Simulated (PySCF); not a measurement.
PySCF job for C₅H₄F₂O, SMILES O=C1/C(=C/F)C[C@H]1F, PBE-D3(BJ)/def2-SVP. Geometry: PBE-D3(BJ)/def2-SVP. The structure was generated by enumeration; whether it is a known compound was not checked.

```python
import numpy as np
from pyscf import gto, scf, dft, df
from pyscf.hessian import thermo

mol = gto.M(
    atom='''
    O    -0.81498995    1.92607418    0.69522501
    C    -0.58086428    0.83862758    0.21683880
    C     0.64720934    0.03084734   -0.06522707
    C     1.94698683    0.37765059   -0.09346382
    F     2.91831578   -0.47424722   -0.42563319
    C    -0.16694070   -1.21525885   -0.35980411
    C    -1.45472008   -0.33503819   -0.32790944
    F    -2.49492450   -0.76890977    0.45137800
    H     2.31257716    1.38997030    0.15020076
    H    -0.16491742   -1.93514431    0.48491237
    H     0.04685933   -1.75638387   -1.30195205
    H    -1.83514791   -0.09959349   -1.34927049
    ''',
    basis='def2-SVP',
    charge=0,
    spin=0,
    max_memory=1600,
    verbose=3,
)
mf = dft.RKS(mol, xc='pbe').density_fit(auxbasis='def2-universal-jkfit')
mf.disp = 'd3bj'
mf.grids.level = 3
mf.conv_tol = 1e-11
mf.max_cycle = 100
mf.kernel()

# [left out here: the lines that compute and print the analytic Hessian (its translational invariance restored by hand, since the grid's response is missing), thermochemistry and intensities]
```

It prints:

```
converged SCF energy = -466.937783910201

WARN: DFTD3 does not support analytical Hessian, using finite difference


WARN: Mole.unit (angstrom) is changed to Bohr

Mode                                 0                   1                   2
Irrep
Freq [cm^-1]                       67.4736            131.7751            168.7871
Reduced mass [au]                   4.6269              8.5574              6.2441
Force const [Dyne/A]                0.0124              0.0876              0.1048
Char temp [K]                      97.0794            189.5950            242.8471
Normal mode                   x     y     z       x     y     z       x     y     z
       0   O                -0.01 -0.01  0.03   -0.09  0.04  0.01   -0.03 -0.06  0.10
       1   C                 0.01 -0.01  0.04   -0.02  0.05  0.01   -0.01  0.01 -0.05
       2   C                 0.02 -0.02  0.07    0.01  0.09  0.03    0.00  0.05 -0.14
       3   C                 0.01  0.01 -0.04    0.04  0.01  0.00    0.01  0.03 -0.11
       4   F                 0.00  0.02 -0.08   -0.08 -0.12 -0.03    0.02 -0.03  0.09
       5   C                 0.02 -0.03  0.14    0.07  0.06  0.02    0.01  0.00  0.03
       6   C                 0.03 -0.01  0.01    0.04  0.01 -0.00    0.00 -0.01 -0.00
       7   F                -0.06  0.03 -0.10    0.05 -0.05 -0.02   -0.01  0.03  0.01
       8   H                 0.00  0.03 -0.12    0.16 -0.03 -0.03    0.01  0.05 -0.20
       9   H                -0.03  0.05  0.22    0.08  0.06  0.01    0.07  0.10  0.11
      10   H                 0.06 -0.13  0.21    0.11  0.08  0.02   -0.03 -0.10  0.08
      11   H                 0.16 -0.03 -0.04    0.04 -0.00 -0.01    0.02 -0.06 -0.02
Mode                                 3                   4                   5
Irrep
Freq [cm^-1]                      221.6850            338.4971            384.4142
Reduced mass [au]                  11.8841              6.9194              3.2890
Force const [Dyne/A]                0.3441              0.4671              0.2864
Char temp [K]                     318.9554            487.0220            553.0864
Normal mode                   x     y     z       x     y     z       x     y     z
       0   O                 0.12  0.08 -0.01   -0.10  0.02 -0.04    0.05 -0.02 -0.01
       1   C                 0.01  0.03  0.04   -0.01  0.00  0.05    0.01 -0.02 -0.03
       2   C                -0.02  0.03 -0.05    0.04  0.02 -0.06   -0.00  0.05 -0.11
       3   C                -0.02  0.02 -0.04    0.07 -0.05  0.01   -0.00  0.02  0.13
       4   F                -0.02 -0.01  0.04    0.11 -0.01 -0.02   -0.08  0.01 -0.04
       5   C                -0.02  0.02  0.02    0.00  0.02 -0.02    0.07 -0.02  0.01
       6   C                -0.02  0.00  0.07   -0.01  0.00  0.10    0.02 -0.06  0.03
       7   F                -0.05 -0.13 -0.05   -0.09 -0.00 -0.00   -0.04  0.03  0.00
       8   H                -0.01  0.03 -0.07    0.09 -0.08  0.13    0.05 -0.06  0.38
       9   H                 0.03  0.04  0.04    0.13 -0.01 -0.05    0.23  0.08  0.09
      10   H                -0.06 -0.00  0.02   -0.10  0.05 -0.06    0.00 -0.10  0.04
      11   H                 0.02  0.08  0.07    0.04  0.09  0.10    0.06 -0.11 -0.00
Mode                                 6                   7                   8
Irrep
Freq [cm^-1]                      393.1157            534.7997            629.3635
Reduced mass [au]                   2.7424              4.0900              4.0582
Force const [Dyne/A]                0.2497              0.6892              0.9471
Char temp [K]                     565.6059            769.4576            905.5139
Normal mode                   x     y     z       x     y     z       x     y     z
       0   O                 0.01 -0.01 -0.03    0.06 -0.01  0.03    0.01 -0.10 -0.06
       1   C                 0.02 -0.05  0.06   -0.04  0.04 -0.10    0.05 -0.10  0.01
       2   C                 0.01 -0.01  0.05    0.02  0.04  0.09    0.07  0.03  0.02
       3   C                -0.02  0.07 -0.07    0.05  0.01  0.01    0.07  0.10  0.01
       4   F                -0.06 -0.01  0.04    0.05 -0.01 -0.02   -0.03 -0.01  0.00
       5   C                 0.08 -0.03 -0.06    0.04  0.05  0.01   -0.05  0.07 -0.01
       6   C                 0.04 -0.04  0.06   -0.09 -0.06 -0.06   -0.04  0.06 -0.01
       7   F                -0.05  0.06 -0.00   -0.09 -0.02  0.04   -0.03 -0.02  0.02
       8   H                -0.01  0.10 -0.21    0.09  0.02 -0.10    0.14  0.08 -0.02
       9   H                 0.19 -0.24 -0.24    0.05 -0.07 -0.09   -0.20  0.19  0.09
      10   H                 0.08  0.22 -0.21    0.14  0.17 -0.04   -0.02 -0.10  0.09
      11   H                 0.08  0.02  0.06   -0.16 -0.26 -0.08   -0.11  0.20  0.05
Mode                                 9                  10                  11
Irrep
Freq [cm^-1]                      726.1203            812.1999            836.4104
[...]
Freq [cm^-1]                     1171.3981           1177.7780           1210.2625
Reduced mass [au]                   2.2011              1.7989              2.0098
Force const [Dyne/A]                1.7795              1.4703              1.7345
Char temp [K]                    1685.3811           1694.5603           1741.2983
Normal mode                   x     y     z       x     y     z       x     y     z
       0   O                 0.00 -0.01 -0.01    0.00  0.01  0.01    0.01  0.01  0.00
       1   C                 0.01 -0.01  0.02   -0.04  0.01 -0.02   -0.08 -0.01 -0.01
       2   C                -0.05 -0.01 -0.01    0.03 -0.05 -0.01    0.05 -0.04 -0.01
       3   C                -0.06  0.10  0.04   -0.01  0.04  0.01    0.08 -0.07 -0.03
       4   F                 0.06 -0.06 -0.02    0.01 -0.03 -0.01   -0.06  0.06  0.02
       5   C                -0.04 -0.02 -0.03   -0.04  0.03  0.03   -0.08 -0.00 -0.02
       6   C                 0.05  0.10  0.01    0.08 -0.05 -0.10    0.02  0.05  0.00
       7   F                -0.03 -0.02  0.03   -0.04 -0.02  0.05   -0.01 -0.01  0.02
       8   H                -0.14  0.13  0.04   -0.23  0.12  0.04    0.33 -0.15 -0.08
       9   H                -0.00  0.06  0.03    0.27  0.02  0.01    0.20  0.05  0.02
      10   H                 0.25  0.02  0.01   -0.08  0.10 -0.01    0.37  0.04  0.05
      11   H                 0.30 -0.42 -0.20    0.25  0.55 -0.03    0.32 -0.09 -0.14
Mode                                21                  22                  23
Irrep
Freq [cm^-1]                     1315.0729           1325.2017           1384.0332
Reduced mass [au]                   1.5865              1.5352              1.1363
Force const [Dyne/A]                1.6165              1.5885              1.2824
Char temp [K]                    1892.0970           1906.6702           1991.3156
Normal mode                   x     y     z       x     y     z       x     y     z
       0   O                 0.01 -0.00 -0.00   -0.00 -0.00 -0.00   -0.00  0.00  0.00
       1   C                -0.04 -0.01  0.01    0.03  0.01 -0.01    0.01 -0.00 -0.00
       2   C                 0.07  0.08  0.02    0.02  0.05  0.02    0.01  0.01  0.01
       3   C                 0.07 -0.06 -0.02    0.03 -0.03 -0.01    0.02 -0.01 -0.00
       4   F                -0.03  0.00  0.00   -0.01 -0.00  0.00   -0.01  0.00  0.00
       5   C                -0.05 -0.04 -0.01    0.02  0.00 -0.02    0.02 -0.09 -0.01
       6   C                 0.05  0.04 -0.00   -0.14 -0.03  0.03   -0.04 -0.01  0.01
       7   F                -0.01 -0.00 -0.01    0.03  0.00  0.01    0.01  0.00 -0.00
       8   H                -0.65  0.18  0.11   -0.31  0.09  0.05   -0.07  0.02  0.01
       9   H                 0.10 -0.04 -0.00   -0.11 -0.11 -0.11   -0.13  0.47  0.44
      10   H                 0.12 -0.03  0.02   -0.02 -0.17  0.06   -0.05  0.54 -0.36
      11   H                -0.28 -0.14  0.09    0.61  0.11 -0.24    0.09  0.03 -0.04
Mode                                24                  25                  26
Irrep
Freq [cm^-1]                     1705.8104           1825.9507           2964.1562
Reduced mass [au]                   9.0869             12.9170              1.0854
Force const [Dyne/A]               15.5786             25.3741              5.6186
Char temp [K]                    2454.2814           2627.1365           4264.7609
Normal mode                   x     y     z       x     y     z       x     y     z
       0   O                 0.01 -0.02 -0.01    0.03 -0.13 -0.06   -0.00  0.00  0.00
       1   C                -0.03  0.03  0.02   -0.04  0.21  0.09    0.00 -0.00 -0.00
       2   C                 0.20  0.06 -0.00   -0.03 -0.02 -0.01   -0.00  0.00  0.00
       3   C                -0.18 -0.02  0.01    0.03  0.00 -0.00    0.00  0.00  0.00
       4   F                 0.02 -0.01 -0.00   -0.01  0.00  0.00    0.00  0.00 -0.00
       5   C                -0.02 -0.02 -0.01    0.01 -0.01 -0.00   -0.00  0.00 -0.01
       6   C                -0.02 -0.00 -0.00    0.00 -0.01 -0.00    0.03 -0.02  0.07
       7   F                 0.00 -0.00 -0.00    0.00  0.00 -0.00   -0.00 -0.00  0.00
       8   H                 0.09 -0.14 -0.05   -0.01  0.03  0.01    0.00 -0.00 -0.00
       9   H                -0.01 -0.01  0.00   -0.00  0.00  0.01   -0.00 -0.02  0.02
      10   H                 0.02 -0.00 -0.01    0.00 -0.01 -0.01   -0.01  0.02  0.04
      11   H                 0.01 -0.01 -0.01   -0.00  0.01 -0.00   -0.34  0.19 -0.87
Mode                                27                  28                  29
Irrep
Freq [cm^-1]                     2999.6778           3067.8075           3120.8483
Reduced mass [au]                   1.0609              1.1081              1.0945
Force const [Dyne/A]                5.6241              6.1445              6.2807
Char temp [K]                    4315.8684           4413.8920           4490.2059
Normal mode                   x     y     z       x     y     z       x     y     z
       0   O                -0.00  0.00  0.00    0.00 -0.00 -0.00    0.00 -0.00 -0.00
       1   C                 0.00 -0.00 -0.00   -0.00 -0.00  0.00   -0.00  0.00  0.00
       2   C                -0.00 -0.00  0.00   -0.00 -0.00 -0.00   -0.01 -0.00  0.00
       3   C                -0.00  0.00  0.00   -0.00  0.00 -0.00    0.03  0.08  0.02
       4   F                 0.00 -0.00 -0.00    0.00 -0.00 -0.00   -0.00 -0.00 -0.00
       5   C                -0.01  0.07 -0.01   -0.01  0.00  0.09   -0.00 -0.00  0.00
       6   C                 0.00 -0.00 -0.00    0.00 -0.00  0.00    0.00  0.00  0.00
       7   F                -0.00 -0.00  0.00    0.00 -0.00 -0.00    0.00  0.00 -0.00
       8   H                -0.00 -0.01 -0.00    0.00  0.00  0.00   -0.33 -0.87 -0.21
       9   H                 0.00 -0.51  0.62   -0.01  0.34 -0.39   -0.00  0.01 -0.01
      10   H                 0.10 -0.25 -0.47    0.15 -0.38 -0.67   -0.00  0.00  0.00
      11   H                 0.00  0.00 -0.00   -0.02  0.01 -0.05    0.00  0.00  0.00
temperature 298.1500 [K]
pressure 101325.00 [Pa]
Rotational constants [GHz] 3.92813 1.28077 0.99651
Symmetry number 1
Zero-point energy (ZPE) 0.07884 [Eh]   206985.460 [J/mol]
                           tot       elec      trans        rot        vib
Entropy [J/mol/K]       359.567      0.000    168.253    119.460     71.854
Cv [J/mol/K]            107.077      0.000     12.472     12.472     82.133
Cp [J/mol/K]            115.391      0.000     20.786     12.472     82.133
Internal energy [J/mol]                      3718.434   3718.434 218864.432
Internal energy [Eh]   -466.85159  -466.93778
Enthalpy [J/mol]                             6197.391   3718.434 218864.432
Enthalpy [Eh]          -466.85065
Gibbs free energy [J/mol]                  -43967.262 -31898.620 197441.305
Gibbs free energy [Eh] -466.89148
mode   freq/cm-1   IR/(km/mol)
   1       67.47         0.426
   2      131.78         4.056
   3      168.79         2.521
   4      221.69         1.373
   5      338.50         4.559
   6      384.41        11.583
   7      393.12         6.284
   8      534.80         5.955
   9      629.36        10.821
  10      726.12        12.366
  11      812.20        27.715
  12      836.41        16.390
  13      864.46         6.719
  14      962.69        51.642
  15      979.86         5.294
  16     1055.39        35.013
  17     1097.71        23.466
  18     1132.52       126.995
  19     1171.40        27.581
  20     1177.78        11.731
  21     1210.26        51.548
  22     1315.07        18.684
  23     1325.20        10.774
  24     1384.03         4.007
  25     1705.81       332.980
  26     1825.95       200.707
  27     2964.16        18.458
  28     2999.68         4.678
  29     3067.81         4.680
  30     3120.85         1.973
max |gradient| / (hartree/bohr): 0.00019922504986919957
APT charges: [-0.6282  0.8322 -0.4219  0.7043 -0.5382 -0.0312  0.5231 -0.4837  0.0535
  0.0117  0.0084 -0.03  ]
```

Self-consistency was reached.
